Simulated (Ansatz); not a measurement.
Cost and result up the ladder for the cluster Cu₄S₂ (6 atoms). Total charge 0; singlet. Geometry: r2SCAN-D4/def2-SVP.

| atom | x (Å) | y (Å) | z (Å) |
| --- | --- | --- | --- |
| Cu1 | -0.800 | 0.853 | 0.521 |
| Cu2 | -0.565 | -1.485 | 0.555 |
| Cu3 | 1.269 | -0.148 | -0.053 |
| Cu4 | 0.273 | 1.448 | -1.533 |
| S5 | -0.668 | -0.488 | -1.575 |
| S6 | 0.490 | -0.180 | 2.085 |

Ansatz on 4 threads of Arm Neoverse V2 on a shared host. Times are rough, and most runs start from the orbitals of an earlier one. CAM-B3LYP-D4/def2-TZVP serves as the yardstick here, not as an exact answer. Differences are given only for rows in sets of like size (and for xTB, whose basis is part of the method), since another set adds its own error. Binding counts from free atoms at the same level (Cu doublet, S triplet; other spins of the atoms weren't run), without zero-point energy or a counterpoise term.

Correlated methods freeze 46 core orbitals. The rows differ in basis, and correlated rows in double-zeta sets carry the largest basis error. No other spin state of charge 0 was run. Another isomer (singlet) lies 0.04 eV lower at PBE0-D4/def2-TZVP; other spin states weren't run for this one.

Correlated methods converge slowly with the basis, most of all in double-zeta sets.

```json
{"level": "r2SCAN-D4/def2-TZVP", "functions": "254", "binding energy per atom (eV)": "2.57", "difference from CAM-B3LYP-D4/def2-TZVP (eV)": "0.36"}
{"level": "PBE0-D4/def2-TZVP", "functions": "254", "binding energy per atom (eV)": "2.33", "difference from CAM-B3LYP-D4/def2-TZVP (eV)": "0.12"}
{"level": "CCSD(T)/def2-SVP", "functions": "160", "binding energy per atom (eV)": "2.24", "difference from CAM-B3LYP-D4/def2-TZVP (eV)": "–"}
{"level": "r2SCANh-D4/def2-TZVP", "functions": "254", "binding energy per atom (eV)": "2.47", "difference from CAM-B3LYP-D4/def2-TZVP (eV)": "0.26"}
{"level": "PBE-D4/def2-TZVP (with forces)", "functions": "254", "binding energy per atom (eV)": "2.54", "difference from CAM-B3LYP-D4/def2-TZVP (eV)": "0.33"}
{"level": "CAM-B3LYP-D4/def2-TZVP", "functions": "254", "binding energy per atom (eV)": "2.21", "difference from CAM-B3LYP-D4/def2-TZVP (eV)": "0.00"}
```

Estimate how long each takes.

PBE-D4/def2-TZVP (with forces) 7 s; PBE0-D4/def2-TZVP 14 s; CAM-B3LYP-D4/def2-TZVP 15 s; r2SCAN-D4/def2-TZVP 17 s; r2SCANh-D4/def2-TZVP 25 s; CCSD(T)/def2-SVP 42 s. On shared hardware such times vary by a factor of up to 3.
